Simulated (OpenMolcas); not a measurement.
Co⁶⁺: effect of the basis set

```json
{"Program": "OpenMolcas 26.06", "Method": "MS-CASPT2, IPEA 0.25 Eh, imaginary shift 0.1 Eh (closed shells correlated: 3s 3p)", "Active space": "3 electrons in 5 orbitals (3d)", "State averaging": "2S+1 = 4 even, 10 roots; 2S+1 = 2 even, 40 roots", "Spin-orbit coupling": "state interaction with AMFI integrals over the reference wave functions, term energies averaged over their components"}
```

A. ANO-R1 [5s3p2d1f], X2C, finite nucleus; CASPT2 step about 8 core-seconds
B. ANO-RCC-VDZP [5s4p2d1f], DKH2, point nucleus; CASPT2 step about 5 core-seconds
C. ANO-L-VTZP [6s5p3d2f1g], non-relativistic, point nucleus; CASPT2 step of the order of 6 core-seconds
D. ANO-RCC-VQZP [7s6p4d3f2g1h], DKH2, point nucleus; CASPT2 step of the order of 21 core-seconds
E. ANO-R3 [8s5p5d3f2g1h], X2C, finite nucleus; CASPT2 step about 16 core-seconds

Energies in cm⁻¹ above 3d³ ⁴F_3/2, the measured ground level; measured values from Sugar and Corliss, J. Phys. Chem. Ref. Data 10, 1097 (1981).

```csv
Level,A,B,C,D,E,Measured
3d³ ⁴F_3/2,0.0,0.0,0.0,0.0,0.0,0.0
3d³ ⁴F_5/2,709,713,770,729,716,698
3d³ ⁴F_7/2,1657,1664,1794,1700,1671,1610
3d³ ⁴F_9/2,2800,2820,3030,2870,2820,2723
3d³ ⁴P_1/2,22190,21870,22110,21880,21660,21096
3d³ ⁴P_3/2,22420,22100,22330,22090,21870,21304
3d³ ⁴P_5/2,23310,23000,23330,23030,22790,22187
3d³ ²G_7/2,24340,24050,24080,23560,23310,
3d³ ²G_9/2,25290,25000,25080,24510,24260,
3d³ ²P_3/2 [52 %],30950,30450,30660,30150,29860,
3d³ ²P_1/2,31460,30940,31060,30560,30280,
3d³ ²D_5/2(1),33790,33320,33850,33150,32800,
3d³ ²H_9/2,34090,33750,33700,32980,32690,
3d³ ²D_3/2(1) [54 %],34090,33600,34050,33360,33020,
3d³ ²H_11/2,34770,34430,34410,33660,33370,
3d³ ²F_7/2,54450,53850,54140,53080,52660,
3d³ ²F_5/2,54850,54250,54570,53480,53060,
3d³ ²D_5/2(2),84740,83710,84830,83150,82570,
3d³ ²D_3/2(2),85210,84180,85330,83630,83040,
```

Deviations, from unrounded energies. A percentage is the sum of absolute deviations over the sum of measured energies, with the sign that they share, or ± where signs differ.

```csv
Against measurement,Levels,A,B,C,D,E
mean absolute deviation (cm-1),6,580,420,620,450,320
fine structure of the ground term (%),3,+2.8,+3.2,+11.2,+5.4,+3.6
other terms of the ground configuration (%),3,+5.2,+3.7,+4.9,+3.7,+2.7
```

E lies closest to measurement on these levels and C furthest from it. The largest miss of E in the table is 3d³ ⁴P_5/2, by +610 cm-1. The ranking rests on the paired levels alone, and a cruder setting can come out closer through cancelling errors.

The two smallest mean deviations differ by little beside CASPT2's spread within terms, so their order carries little weight.

Among A to E the level of the table that moves most is 3d³ ²D_3/2(2), by 2300 cm-1 (lowest in E, highest in C). Moves below CASPT2's spread within the term are not significant.

CASPT2 breaks the degeneracy within a term, and the mean is taken; among the terms shown or strongly mixed into the levels shown the widest spread is 980 cm-1 (3d³ ⁴F, E). The basis is small and was not contracted for so high a charge (holds for A; B). Computed and measured levels are paired by configuration, term and J; levels that our copy of the source lacks, or whose pairing is in doubt (as where it misses far off the trend of its configuration), stay unpaired and out of the deviations. Levels of configurations outside the active space are missing.

A share in square brackets marks a mixed level and gives the weight of the term that names it, the lowest over the columns. A number in round brackets counts repeated terms of one configuration in the order of the reference energies.
